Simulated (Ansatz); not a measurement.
The cluster Cu₈Te₄⁻. Charge -1, multiplicity 2. Geometry PBE-D4/def2-SVP, basis def2-TZVP, Ansatz.

| atom | x (Å) | y (Å) | z (Å) |
| --- | --- | --- | --- |
| Cu1 | -0.8377 | -2.0661 | 0.5117 |
| Cu2 | 0.9743 | -0.4413 | 1.1755 |
| Cu3 | 0.4061 | -0.8239 | -1.2977 |
| Cu4 | 1.4508 | 1.3645 | -0.5446 |
| Cu5 | -0.9758 | 1.3198 | -1.3662 |
| Cu6 | -1.9835 | 0.0025 | 0.4560 |
| Cu7 | 1.4090 | -2.6388 | 0.0841 |
| Cu8 | -0.3835 | 1.7185 | 1.2092 |
| Te9 | 2.9639 | -0.6935 | -0.5744 |
| Te10 | -2.0815 | -0.9741 | -1.8836 |
| Te11 | -1.0080 | -0.2516 | 2.7843 |
| Te12 | 0.0660 | 3.4840 | -0.5542 |

```json
{"run": "A", "HOMO (eV)": "-1.22", "LUMO (eV)": "-0.43"}
{"run": "B", "HOMO (eV)": "-0.81", "LUMO (eV)": "-0.48"}
{"run": "C", "HOMO (eV)": "-1.74", "LUMO (eV)": "0.12"}
{"run": "D", "HOMO (eV)": "-1.01", "LUMO (eV)": "-0.57"}
```

In the def2 sets Te takes a core potential; there is no spin–orbit coupling. Single mean-field runs in def2-TZVP are fitted with def2-universal-jkfit. The structure comes from a short search, and lower isomers may exist.

HOMO and LUMO are taken over both spins.

Problem. The runs used BLYP, PBE, PBE0, r2SCAN. Estimate which is which.

Solution. A r2SCAN (0 % exact exchange); B BLYP (0 % exact exchange); C PBE0 (25 % exact exchange); D PBE (0 % exact exchange). Exact exchange lowers occupied and raises empty levels; among semilocal functionals meta-GGAs tend to open the gap a little, and such runs are hard to tell apart. The gap grows from 0.33 eV (BLYP) to 1.86 eV (PBE0).
